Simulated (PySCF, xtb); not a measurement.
C₂H₉FSi₃, SMILES C[Si]1(F)[SiH2]C[SiH2]1.

Harmonic wavenumbers (cm⁻¹) from GFN2-xTB (xtb) at its own minimum, in rising order: 50, 91, 108, 110, 157, 182, 311, 328, 362, 398, 404, 492, 502, 563, 601, 643, 706, 722, 734, 750, 797, 802, 807, 829, 960, 1110, 1367, 1480, 1485, 1485, 2173, 2181, 2203, 2207, 2985, 3003, 3026, 3030, 3051.

**Question.** What does ωB97X-D3(BJ)/def2-SVP run with PySCF give at its own minimum? (The exact figures need the calculation; the answer reports its results.)

**Answer.** 76, 117, 153, 153, 200, 201, 301, 355, 420, 465, 484, 561, 594, 654, 673, 715, 730, 789, 789, 796, 860, 892, 931, 955, 981, 1028, 1282, 1385, 1433, 1439, 2224, 2231, 2245, 2249, 3067, 3086, 3173, 3173, 3176. Paired by order, the mean absolute difference is 66 cm⁻¹ and the zero-point energies are 61.7 and 64.4 kcal/mol.
